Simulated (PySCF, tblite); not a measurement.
Rigid-rotor lines calculated for a species of formula C6H5F3O (commonest isotopes; PBE0/pcSseg-1 in PySCF (dipole) on a GFN2-xTB geometry, gas phase), labelled J(Ka,Kc):

```csv
transition,MHz
"2(0,2) ← 1(0,1)",3072.5
"1(1,1) ← 0(0,0)",3244.8
"1(0,1) ← 0(0,0)",1536.7
"2(1,1) ← 1(1,0)",3120.3
"2(1,2) ← 1(1,1)",3026.6
```

(1) Find the rotational constants.

(2) What moments of inertia, asymmetry and inertial defect follow?

(3) Which dipole components do these lines need?

(4) Where do these fall, and of which type are they? 2(2,0) ← 2(1,1); 3(3,0) ← 3(2,1); 3(2,2) ← 3(1,2); 2(1,1) ← 2(0,2); 3(2,1) ← 2(2,0); 3(1,2) ← 2(1,1); 3(3,0) ← 2(2,0); 2(2,0) ← 1(1,1); 3(1,2) ← 2(0,2); 3(0,3) ← 2(0,2).

(5) Which structure gave them?

## Answers

(1) 1(0,1) ← 0(0,0) is B + C, 2(1,1) ← 1(1,0) is 3B + C and 2(1,2) ← 1(1,1) is B + 3C, so B − C is half the difference of the last two, 46.9 MHz. 1(1,1) ← 0(0,0) is A + C. A = 2499.9, B = 791.8, C = 744.9 MHz.

(2) I = 505379 MHz·u·Å² over each constant: Ia = 202.16, Ib = 638.27, Ic = 678.41 u·Å²; κ = (2B − A − C)/(A − C) = -0.947 (near-prolate asymmetric top); Δ = Ic − Ia − Ib = -162.02 u·Å².

(3) μa and μb (a-type: ΔKa even, ΔKc odd; b-type: both odd). The calculation gives |μa| = 2.60 D, |μb| = 2.25 D, |μc| = 1.66 D.

(4) 
| transition | MHz | type | branch |
| --- | --- | --- | --- |
| 2(1,1) ← 2(0,2) | 1803 | b | Q |
| 3(0,3) ← 2(0,2) | 4606 | a | R |
| 3(2,1) ← 2(2,0) | 4614 | a | R |
| 3(1,2) ← 2(1,1) | 4680 | a | R |
| 3(2,2) ← 3(1,2) | 5055 | c | Q |
| 2(2,0) ← 2(1,1) | 5125 | b | Q |
| 3(1,2) ← 2(0,2) | 6483 | c | R |
| 2(2,0) ← 1(1,1) | 8292 | b | R |
| 3(3,0) ← 3(2,1) | 8653 | b | Q |
| 3(3,0) ← 2(2,0) | 13267 | c | R |

(5) `O=CCC1=C[C@@H]1C(F)(F)F`, point group C1. Three constants can't fix a structure by themselves; this is the one that was computed:
```
atom  x, y, z in Å
O1     2.175    0.305   -1.537
C2     2.303   -0.476   -0.644
C3     1.407   -0.586    0.573
C4     0.287    0.355    0.523
C5    -0.433    1.353    0.939
C6    -0.889    0.713   -0.344
C7    -2.091   -0.193   -0.329
F8    -2.279   -0.779    0.867
F9    -3.235    0.448   -0.624
F10   -1.988   -1.196   -1.223
H11    3.124   -1.218   -0.628
H12    1.029   -1.614    0.606
H13    2.015   -0.423    1.468
H14   -0.672    2.118    1.633
H15   -0.757    1.201   -1.303
```

The values belong to one conformer (point group C1) with, in the numbering `[O:1]=[CH:2][CH2:3][C:4]1=[CH:5][C@@H:6]1[C:7]([F:8])([F:9])[F:10]`, O1–C2–C3–C4 3°, C2–C3–C4–C5 -118°. Its lowest GFN2-xTB frequency is 12 cm⁻¹, too small to tell a flat minimum from a shallow saddle. No vibrational averaging or centrifugal distortion is included, and the geometry carries the error of its method.
